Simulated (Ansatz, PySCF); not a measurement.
This triplet is an excited state, 2.60 eV above the relaxed singlet at the level frozen-core CCSD(T)/cc-pVTZ // PBE0-D3(BJ)/def2-TZVP (Ansatz, a quantum-chemistry and plane-wave program).

Cartesian coordinates (Å):
```xyz
6

N      1.0838     0.2632     0.1015
Si    -0.2996    -0.7116    -0.1854
O     -1.8307    -0.0930     0.0023
H      1.6590     0.1201     0.9166
H      1.6072     0.6547    -0.6658
H     -2.2196    -0.2333     0.8689
```
Charge 0, spin multiplicity 3.

Problem. What is the computed total energy, dipole moment and highest occupied spin orbital (PBE0-D3(BJ)/def2-TZVP run with PySCF)?

Solution. 
```
Quantity                              Value
-----------------------------  ------------
total energy                   -421.0384 Ha
dipole moment                        1.95 D
highest occupied spin orbital      -4.53 eV
```
